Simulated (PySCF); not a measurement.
BF2H. Atoms are numbered in the order given.

```xyz
4

B      0.0000     0.0000    -0.4590
H      0.0000     0.0000    -1.6458
F      0.0000     1.1300     0.2189
F      0.0000    -1.1300     0.2189
```

The structure is a stationary point at B3LYP-D3(BJ)/def2-TZVP.

All values below come from B3LYP/pcSseg-2 in PySCF.

GIAO shieldings, no solvent; atoms alike by connectivity are averaged. δ = σ(ref) − σ: ¹¹B against BF3 (σ = 86.3 ppm); ¹H against TMS (σ = 31.68 ppm); ¹⁹F against CFCl3 (σ = 159.6 ppm), references at their B3LYP-D3(BJ)/def2-TZVP geometries, non-relativistic.

| atoms | nucleus | count | δ (ppm) |
|---|---|---|---|
| B1 | ¹¹B | 1 | 12.5 |
| H2 | ¹H | 1 | 4.60 |
| F3, F4 | ¹⁹F | 2 | ___ |

Question: What belongs in the gaps? (An estimate is asked for; the answer gives what the named calculation found.)

Answer: 
- F3, F4, δ (ppm): -72.9
